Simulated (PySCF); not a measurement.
Two-component Hartree-Fock for Rh(3+) (rhodium, charge +3)

Start: [Kr] 4d5 5p1; 4d5/2 filled at m_j = -3/2, -1/2, +1/2, +3/2, +5/2; 5p3/2 filled at m_j = +3/2. Calculated with PySCF 2.14 in x2c-TZVPall-2c (8s9p7d1f, 77 functions): generalised Hartree-Fock with the X2C-1e Hamiltonian and a Gaussian nucleus; one run each with spin-orbit coupling (SO) switched off, then screened by Boettger's factors. This is a chosen level, not necessarily the ground level.

```json
{"spinor shell": "1s1/2", "electrons": "2", "ε, spin-free (eV)": "-23386.4", "ε, screened SO (eV)": "-23384.9", "weight of nominal j (screened SO)": "1.000", "rms radius, screened SO (bohr)": "0.0374"}
{"spinor shell": "2s1/2", "electrons": "2", "ε, spin-free (eV)": "-3510.6", "ε, screened SO (eV)": "-3510.2", "weight of nominal j (screened SO)": "1.000", "rms radius, screened SO (bohr)": "0.154"}
{"spinor shell": "2p1/2", "electrons": "2", "ε, spin-free (eV)": "-3144.0", "ε, screened SO (eV)": "-3244.0", "weight of nominal j (screened SO)": "1.000", "rms radius, screened SO (bohr)": "0.134"}
{"spinor shell": "2p3/2", "electrons": "4", "ε, spin-free (eV)": "-3144.0", "ε, screened SO (eV)": "-3097.6", "weight of nominal j (screened SO)": "1.000", "rms radius, screened SO (bohr)": "0.138"}
{"spinor shell": "3s1/2", "electrons": "2", "ε, spin-free (eV)": "-698.92", "ε, screened SO (eV)": "-698.84", "weight of nominal j (screened SO)": "1.000", "rms radius, screened SO (bohr)": "0.415"}
{"spinor shell": "3p1/2", "electrons": "2", "ε, spin-free (eV)": "-575.29", "ε, screened SO (eV)": "-593.17", "weight of nominal j (screened SO)": "1.000", "rms radius, screened SO (bohr)": "0.411"}
{"spinor shell": "3d3/2", "electrons": "4", "ε, spin-free (eV)": "-377.77", "ε, screened SO (eV)": "-381.08", "weight of nominal j (screened SO)": "0.954", "rms radius, screened SO (bohr)": "0.401"}
{"spinor shell": "3d5/2", "electrons": "6", "ε, spin-free (eV)": "-377.77", "ε, screened SO (eV)": "-375.51", "weight of nominal j (screened SO)": "0.969", "rms radius, screened SO (bohr)": "0.404"}
{"spinor shell": "4s1/2", "electrons": "2", "ε, spin-free (eV)": "-143.52", "ε, screened SO (eV)": "-143.54", "weight of nominal j (screened SO)": "1.000", "rms radius, screened SO (bohr)": "1.03"}
{"spinor shell": "4p1/2", "electrons": "2", "ε, spin-free (eV)": "-104.97", "ε, screened SO (eV)": "-112.31", "weight of nominal j (screened SO)": "0.672", "rms radius, screened SO (bohr)": "1.12"}
{"spinor shell": "4p3/2", "electrons": "4", "ε, spin-free (eV)": "-104.97", "ε, screened SO (eV)": "-101.45", "weight of nominal j (screened SO)": "0.836", "rms radius, screened SO (bohr)": "1.13"}
{"spinor shell": "4d5/2", "electrons": "5", "ε, spin-free (eV)": "-54.758", "ε, screened SO (eV)": "-54.790", "weight of nominal j (screened SO)": "0.565", "rms radius, screened SO (bohr)": "1.41"}
{"spinor shell": "5p3/2", "electrons": "1", "ε, spin-free (eV)": "-27.925", "ε, screened SO (eV)": "-27.750", "weight of nominal j (screened SO)": "1.000", "rms radius, screened SO (bohr)": "3.04"}
```

Q: Where does 3p3/2 lie, and what is the 3p spin-orbit splitting (screened SO)?

A: At -567.00 eV, 26.174 eV above 3p1/2.

| quantity | spin-free | screened SO |
| --- | --- | --- |
| E (hartree) | -4778.37031 | -4779.10812 |
| M_J | 4 | 4 |
| ⟨J²⟩ | 20.001 | 20.001 |
| ⟨L²⟩ | 2.001 | 2.049 |
| ⟨S²⟩ | 12.000 | 11.955 |

Each row is a mean over spinors that exchange with the open shell spreads, by up to 12.672 eV (4p3/2).

Rows whose weight is well below 1 are mixtures of j = l ± 1/2: exchange outweighs spin-orbit coupling there, and the label is only the starting occupation.

Breit and QED terms are absent; they matter most for the inner s and p1/2 levels.

Densities and radii are taken from the X2C orbitals without a picture-change correction, which distorts them close to the nucleus.

Without spin-orbit coupling the j labels of p, d and f shells carry no meaning; the spin-free column gives the mean over the occupied spinors of each nl shell.
